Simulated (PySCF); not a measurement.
Correlation energy of Ne⁺ (neon, charge +1)

[He] 2s2 2p5, 2P determinant. Computed with PySCF 2.14 in def2-SVP (3s2p1d, 14 functions), with the non-relativistic Hamiltonian (point nucleus). Frozen: 1s2; 7 electrons correlated.

MP2 pair energies summed by pair of shells (mhartree):

| pair | energy | share (%) |
| --- | --- | --- |
| 2p-2p | -84.95 | 65.3 |
| 2s-2p | -38.21 | 29.4 |
| 2s-2s | -6.91 | 5.3 |

Total MP2 correlation energy: -130.06 mhartree.

Same-spin part -32.95 and opposite-spin part -97.11 mhartree; SCS-MP2 scales them by 1/3 and 6/5 to -127.52 mhartree.

```json
{"level": "CCSD", "correlation energy (mhartree)": "-140.70"}
{"level": "(T)", "correlation energy (mhartree)": "-1.06"}
{"level": "CCSD(T)", "correlation energy (mhartree)": "-141.76"}
```

Diagnostics: T1 = 0.0037, D1 = 0.0059, largest double amplitude 0.038.

Cost of the coupled-cluster step: 0.05 s of wall time on 1 thread of Intel(R) Xeon(R) 6975P-C (shared host), for 7 correlated electrons.
